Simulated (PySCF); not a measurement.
Ga2O: one-bond stretch

Level of theory: PBE0 in PySCF with O def2-TZVP, Ga def2-TZVP; no relativity; density-fitted integrals.

Rigid scan from the singlet minimum (O–Ga 1.801 Å (×2); Ga–O–Ga 180.0°). Coordinate: the bond from O to the last atom (Ga) scaled, the rest fixed. Energies in kJ/mol from the minimum.

```
scale of one bond  E (kJ/mol)  dipole size (D)
             0.92        27.1             1.12
             0.96         5.9             0.57
             1.00         0.0             0.00
             1.05         6.9             0.72
             1.12        32.5             1.73
             1.20        72.5             2.85
             1.35       154.1             4.79
             1.55       251.1                –
             1.80       342.6                –
             2.20       433.8                –
```

At long bonds a restricted determinant can lie too high, and another spin state can fall below this curve.

Other isomers or separated fragments may lie lower.

The scan took 19 s on 2 threads of a shared Arm Neoverse V2 host; the process peaked at 1.1 GiB. Launch command: `OMP_NUM_THREADS=2 python axn.py task.json out`.
